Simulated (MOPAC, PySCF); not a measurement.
Donor–acceptor adduct: BH3 (SMILES B) (first 4 atoms) with H2S (SMILES S); geometry from B3LYP-D3(BJ)/def2-TZVP, rigid monomers moved along the line of their centres of mass till B1···S5 is 1.83 Å.
(charge 0, multiplicity 1):
```xyz
7

B     -0.44935    -0.32521     0.66950
H      0.40568    -0.88714     0.03847
H     -1.24784    -1.05693     1.19111
H     -0.87943     0.69036     0.20214
S      0.52156     0.16811     2.13511
H     -0.30700     1.01066     2.78006
H      1.28572     1.17412     1.66998
```

Counterpoise-corrected where a basis set is named; no monomer relaxation. Rows marked so take none.

Rows in 6-31G*, STO-3G carry no dispersion term and start afresh at each structure (6-31G* with six Cartesian d functions). The state that AM1, PM3 reach isn't checked.

Programs: MOPAC for AM1, PM3 (differences of heats of formation); PySCF for 6-31G* rows, STO-3G rows. Each number belongs to the level named beside it.

Question: One of these levels gives -625.2 meV for the interaction energy. Which?
A. B3LYP/6-31G* (no counterpoise)
B. AM1
C. PM3
D. HF/STO-3G (no counterpoise)

Answer: A, B3LYP/6-31G* (no counterpoise). The others give -1479.1 (AM1), -2436.0 (PM3), -1277.3 (HF/STO-3G (no counterpoise))
